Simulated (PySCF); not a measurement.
C6H7N.
InChI=1S/C6H7N/c1-5-2-3-6(5)4-7/h6H,1-3H2/t6-/m0/s1

Method: PBE0/pcSseg-1 in PySCF (dipole) on a GFN2-xTB geometry, gas phase.

Take the most abundant isotopes and a rigid rotor. 

Question: What are A, B and C (GHz)?

Answer: Ia = 119.28, Ib = 208.97, Ic = 294.09 u·Å²; 505379 MHz·u·Å²/I gives 4237, 2418 and 1718 MHz, that is A = 4.2368, B = 2.4184, C = 1.7185 GHz.

Question: Classify the top.

Answer: An asymmetric top; Ray's κ = -0.444.

Question: What does the inertial defect say?

Answer: Not planar: Δ = Ic − Ia − Ib = -34.17 u·Å². For a rigid frame Δ = −2 Σ m c², so Σ m c² = 17.09 u·Å² lies off the ab plane: 7.08 from hydrogen and 10.00 from heavier atoms. The atom farthest from that plane is 1.74 Å away.

Question: Give the other two planar moments, Paa and Pbb, and the rms extents of the mass along the axes.

Answer: Paa = Σ m a² = (Ib + Ic − Ia)/2 = 191.89 and Pbb = Σ m b² = (Ia + Ic − Ib)/2 = 102.20 u·Å². With the mass M = 93.06 u, the rms extents √(P/M) along a, b and c are 1.44, 1.05, 0.43 Å.

Question: Give the coordinates in the principal-axis frame, origin at the centre of mass.

Answer: The sense of each axis is arbitrary; atoms in the order of the calculation.
```
atom  mass (u)   a (Å)   b (Å)   c (Å)
  C1    12.000  -1.192   1.797   0.025
  C2    12.000  -0.919   0.511   0.057
  C3    12.000  -1.584  -0.731  -0.466
  C4    12.000  -0.416  -1.566   0.088
  C5    12.000   0.239  -0.276   0.645
  C6    12.000   1.518   0.048   0.082
  N7    14.003   2.527   0.300  -0.395
  H8     1.008  -0.538   2.527   0.471
  H9     1.008  -2.082   2.170  -0.453
 H10     1.008  -2.553  -0.942  -0.014
 H11     1.008  -1.695  -0.756  -1.550
 H12     1.008  -0.690  -2.285   0.857
 H13     1.008   0.181  -2.065  -0.673
 H14     1.008   0.306  -0.229   1.735
```

Question: Which types of transition are allowed, and where do some lines up to J = 2 fall?

Answer: The dipole components are |μa| = 3.85 D, |μb| = 1.11 D, |μc| = 1.24 D. Intensities carry the squares of the components, which stand as 1.00 : 0.08 : 0.10 (a : b : c). Some lines, for components of 0.1 D or more:

```csv
type,branch,"J(Ka,Kc)",MHz,lower level (cm⁻¹)
a,Q,"1(1,0) ← 1(1,1)",700,0.199
c,Q,"2(1,2) ← 2(0,2)",1285,0.408
c,Q,"1(1,1) ← 1(0,1)",1818,0.138
a,Q,"2(1,1) ← 2(1,2)",2100,0.451
b,Q,"1(1,0) ← 1(0,1)",2518,0.138
b,Q,"2(1,1) ← 2(0,2)",3384,0.408
a,R,"1(0,1) ← 0(0,0)",4137,0.000
c,Q,"2(2,1) ← 2(1,1)",5455,0.521
b,Q,"2(2,0) ← 2(1,1)",5621,0.521
b,R,"1(1,1) ← 0(0,0)",5955,0.000
b,R,"2(0,2) ← 1(1,1)",6289,0.199
c,R,"1(1,0) ← 0(0,0)",6655,0.000
b,Q,"2(2,1) ← 2(1,2)",7555,0.451
a,R,"2(1,2) ← 1(1,1)",7574,0.199
a,R,"2(0,2) ← 1(0,1)",8107,0.138
a,R,"2(1,1) ← 1(1,0)",8974,0.222
b,R,"2(1,2) ← 1(0,1)",9392,0.138
c,R,"2(1,1) ← 1(0,1)",11492,0.138
b,R,"2(2,1) ← 1(1,0)",14429,0.222
c,R,"2(2,0) ← 1(1,0)",14595,0.222
c,R,"2(2,1) ← 1(1,1)",15129,0.199
b,R,"2(2,0) ← 1(1,1)",15295,0.199
```

Stationary, but not proved a minimum. Zero-point vibration and centrifugal distortion are left out. Quadrupole hyperfine structure (14N) is left out.

Time: 16 s. Hardware: one thread of an Arm Neoverse V1, on a shared host. This is the PBE0/pcSseg-1 job that gave the dipole, with the shieldings it also computed.
